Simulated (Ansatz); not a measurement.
System: C6H11, charge 0, multiplicity 2. It need not be the lowest isomer of its formula. 
Structure (B3LYP-D3(BJ)/def2-TZVP (Ansatz, a first-principles code) minimum search):
SMILES: C1[CH]C[C@H](C1)C
```xyz
17

C     -1.6640    -0.2173    -0.1520
C     -1.2733     0.8859     0.7768
C      0.2428     1.0269     0.5490
C      0.7054    -0.3829     0.1458
C      2.0622    -0.4294    -0.5399
C     -0.4662    -0.9065    -0.7127
H     -2.6856    -0.4805    -0.3874
H     -1.4804     0.6172     1.8242
H     -1.8199     1.8172     0.5967
H      0.7763     1.4120     1.4193
H      0.4281     1.7157    -0.2814
H      0.7483    -0.9939     1.0547
H      2.8502    -0.0429     0.1103
H      2.0544     0.1750    -1.4511
H      2.3326    -1.4502    -0.8193
H     -0.3026    -0.6320    -1.7680
H     -0.5432    -1.9988    -0.6992
```
Charge 0, spin multiplicity 2.

Wanted: atomisation energy (electronic, to ground-state atoms), in eV. Cores are frozen in the correlated levels unless marked. Open shells are spin-unrestricted. Spin-orbit coupling is left out. Non-relativistic unless marked X2C. The coupled-cluster limit lacks core correlation, which all-electron functionals hold. Basis-set limits of correlation are two-point, X^-3; Hartree-Fock from the larger set. [CCSD(T)-MP2]/basis is that difference in the basis named.

```tsv
level	program	atomisation energy (eV)
HF/6-31G*	Ansatz	54.68
PBE-D4/def2-TZVPD	Ansatz + dftd4	73.39
revPBE/def2-TZVPD	Ansatz	70.63
r2SCAN-D4/def2-TZVPD	Ansatz + dftd4	72.16
```

Task: What does RI-MP2/CBS(cc-pVTZ,cc-pVQZ)+[CCSD(T)-MP2]/cc-pVTZ (Ansatz) give?

Result: 71.75 eV
